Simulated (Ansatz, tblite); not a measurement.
Removing and adding an electron: In₁₄P₁₄H₃₄, a nanocrystal cut from wurtzite InP (hydrogen-capped). Total charge 0; singlet. Geometry: PBE-D4/def2-SVP. Ansatz, gas phase; energy differences of separate SCF runs; the oxidised species was run as a doublet alone; the reduced species was run as a doublet alone.

Cartesian coordinates in Å:
```
P -3.723 1.200 3.687
In -2.667 3.638 3.361
In -4.659 2.672 -0.468
P -2.403 3.107 0.827
In -2.237 -0.934 3.549
P -0.163 0.054 4.841
In -3.582 -1.424 -0.125
P -3.865 0.510 -1.776
P -1.402 -0.925 1.145
In -0.568 1.383 0.404
In 2.163 0.280 3.662
P 1.542 1.976 1.824
In -1.944 0.945 -3.432
P 0.155 1.387 -2.033
In 0.655 3.847 -2.737
In 3.702 2.498 0.499
P 2.953 4.124 -1.385
P -2.833 -3.506 -1.559
In 0.394 -2.760 0.835
P 2.429 -1.838 2.221
In -0.681 -3.514 -3.068
P -1.430 -1.432 -4.474
P 1.208 -2.667 -1.594
In 1.982 -0.370 -2.481
In 4.651 -1.496 0.939
P 3.892 0.266 -0.786
In 2.944 -4.549 -2.106
P 4.855 -3.698 -0.429
H -4.540 1.075 4.857
H -4.753 1.027 2.706
H -3.933 4.791 3.656
H -1.137 3.531 4.199
H -5.773 2.074 0.738
H -4.906 3.952 -1.616
H -1.817 4.268 0.223
H -2.828 -2.383 4.300
H -0.505 1.389 5.232
H -0.021 -0.519 6.146
H -4.961 -1.837 0.859
H -4.983 0.119 -2.584
H 3.448 0.660 4.768
H 1.205 3.166 2.549
H -2.317 2.049 -4.724
H -0.427 4.897 -1.860
H 1.106 3.917 -4.415
H 5.069 3.010 1.444
H 3.123 5.452 -0.875
H 4.068 4.139 -2.283
H -3.936 -3.976 -2.341
H -2.742 -4.628 -0.676
H -0.097 -4.328 1.424
H 2.754 -2.855 3.180
H -0.550 -4.969 -4.011
H -2.503 -1.829 -5.334
H -0.439 -1.252 -5.489
H 2.582 -0.410 -4.119
H 6.041 -1.092 1.905
H 5.068 0.462 -1.584
H 2.393 -6.041 -1.399
H 3.626 -4.283 -3.684
H 5.185 -4.708 0.532
H 6.135 -3.644 -1.070
```

In the def2 sets In takes a core potential; there is no spin–orbit coupling. The xTB rows come from tblite. Single mean-field runs in def2-TZVP are fitted with def2-universal-jkfit.

```csv
level,−HOMO (eV),vertical IE (eV),−LUMO (eV),vertical EA (eV),HOMO–LUMO gap (eV),IE − EA (eV)
GFN1-xTB,8.97,10.14,6.22,5.13,2.75,5.01
GFN2-xTB,10.61,11.77,7.80,6.57,2.81,5.20
PBE-D4/def2-TZVP,5.66,6.99,2.45,1.35,3.22,5.64
PBE0-D4/def2-TZVP,6.56,7.45,1.73,1.01,4.82,6.44
```

 Raw xTB energy differences between charge states are shifted by several eV; the methods need an empirical correction for them. Sets without diffuse functions give affinities that are too small.
